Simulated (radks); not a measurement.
The numbers below are computed, except where a source is named.
Q: Ionisation of the technetium ion Tc12+, [Ar] 3d10 4s2 4p1, to Tc13+, [Ar] 3d10 4s2, under several functionals. Non-relativistic Kohn-Sham, spin-unpolarised, spherical densities, point nucleus; a radial shooting solver on a logarithmic mesh with Libxc functionals. Known Delta-SCF values: PBEsol 257.93 eV. What does BP86 give, and what is its highest occupied eigenvalue?

A: 258.14 eV by Delta-SCF; the 4p eigenvalue is -247.06 eV. NIST: 262.1 eV (semi-empirical).

Beside tabulated values, note that relativity, absent from the non-relativistic runs, is large for the heavy elements, and spin-unpolarised runs miss the spin-polarisation part of the exchange energy of open shells.
